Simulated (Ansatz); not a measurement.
CH$_{6}$BFOSi (`B[Si](C)(O)F`) at its PBE0-D4/def2-TZVP geometry, where that method's forces vanish. The species carries charge 0 and has multiplicity 1.

```xyz
11

B    -0.7868    1.6147   -0.7491
Si    0.4679    0.1862   -0.0885
C    -0.3588   -1.4588    0.1786
O     1.1400    0.7862    1.2855
F     1.6552   -0.0926   -1.1396
H    -0.7333    2.0633   -1.8555
H    -1.6536    2.0235   -0.0333
H    -1.1547   -1.3796    0.9228
H    -0.7934   -1.8381   -0.7501
H     0.3662   -2.1993    0.5297
H     1.8513    0.2945    1.6995
```

Task: What forces (eV/Å) does B3LYP-D4/def2-TZVPP give on these atoms in the Gaussian-basis code of Ansatz? (Estimate.)

Result: The calculation gave: 
```
B1  -0.088  0.092 -0.046
Si2 -0.192  0.080 -0.044
C3  -0.055 -0.101  0.022
O4   0.064  0.025  0.113
F5   0.153 -0.033 -0.143
H6  -0.008 -0.044  0.119
H7   0.090 -0.041 -0.079
H8   0.033 -0.023 -0.037
H9   0.012  0.004  0.049
H10 -0.044  0.020 -0.013
H11  0.035  0.020  0.059
```

B3LYP here is the variant with VWN-RPA as its local correlation; programs differ in this.
